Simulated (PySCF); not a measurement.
SMILES CO[Si](C)(OC)[S][Al]([OH])[OH], GFN2-xTB optimised geometry.

```
21

Si    -1.49    -0.35    -1.20
C     -2.97     0.46    -0.32
O     -1.87    -1.72    -1.99
C     -2.27    -2.95    -1.44
O     -1.07     0.69    -2.37
C      0.17     0.87    -2.94
S      0.10    -0.87     0.16
Al     1.12     1.07     0.00
O      2.76     1.07     0.00
O      0.17     2.42     0.00
H     -3.48    -0.27     0.30
H     -2.66     1.28     0.31
H     -3.68     0.84    -1.05
H     -3.28    -2.86    -1.03
H     -2.27    -3.69    -2.24
H     -1.59    -3.25    -0.64
H      0.16     1.80    -3.51
H      0.95     0.95    -2.15
H      0.43     0.04    -3.60
H      3.68     0.84     0.05
H     -0.26     3.25     0.05
```

Density from CAM-B3LYP/def2-SVP (PySCF 2.14.0) at that geometry.

Minimum of the electron density along straight lines between bonded atoms, close to the bond critical point (lines longer than 1.1 times the sum of covalent radii, or with two minima, are not listed):

| bond | length / Å | ρ at the minimum / e bohr⁻³ | ∇²ρ there / e bohr⁻⁵ | position (fraction from the first atom) |
|---|---|---|---|---|
| Si1–C2 | 1.896 | 0.116 | 0.30 | 0.38 |
| Si1–O3 | 1.625 | 0.131 | 1.08 | 0.41 |
| O3–C4 | 1.402 | 0.255 | -0.31 | 0.66 |
| Si1–O5 | 1.624 | 0.130 | 1.09 | 0.41 |
| O5–C6 | 1.381 | 0.269 | -0.33 | 0.66 |
| Si1–S7 | 2.159 | 0.092 | 0.14 | 0.36 |
| S7–Al8 | 2.202 | 0.067 | 0.23 | 0.63 |
| Al8–O9 | 1.643 | 0.105 | 1.06 | 0.43 |
| Al8–O10 | 1.643 | 0.105 | 1.05 | 0.44 |
| C2–H11 | 1.085 | 0.272 | -0.98 | 0.63 |
| C2–H12 | 1.084 | 0.273 | -1.00 | 0.63 |
| C2–H13 | 1.085 | 0.273 | -0.99 | 0.63 |
| C4–H14 | 1.092 | 0.282 | -1.08 | 0.64 |
| C4–H15 | 1.090 | 0.284 | -1.11 | 0.64 |
| C4–H16 | 1.091 | 0.283 | -1.10 | 0.64 |
| C6–H17 | 1.090 | 0.285 | -1.12 | 0.64 |
| C6–H18 | 1.116 | 0.262 | -0.89 | 0.61 |
| C6–H19 | 1.092 | 0.284 | -1.11 | 0.64 |
| O9–H20 | 0.944 | 0.360 | -2.62 | 0.82 |
| O10–H21 | 0.944 | 0.360 | -2.63 | 0.82 |
